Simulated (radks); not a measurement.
Question: These are the eigenvalues of the occupied orbitals of an atom or ion with whole-number occupations (hartree). All-electron calculation, non-relativistic Kohn-Sham, LB94 model potential, spin-polarised, spherical densities, point nucleus. Program: a radial shooting solver on a logarithmic mesh with Libxc functionals.

orbital  eigenvalue
1s        -606.7760
2s        -107.0454
2p        -100.4165
3s        -36.40554
3p        -34.06906

Which element is it, and in what charge state? The configuration may be excited. Open shells, if any, are filled with parallel spins first.

Answer: Z = 38, strontium, charge +20: Sr20+ in [Ar]. The list shows which subshells hold electrons but not how many an open one holds; the 1s level, -606.78 hartree, gives Z - s = 34.8 by -(Z - s)^2/2, which with screening narrows Z to a few neighbours, and the depths of the outer levels then fix element, charge and occupations together.
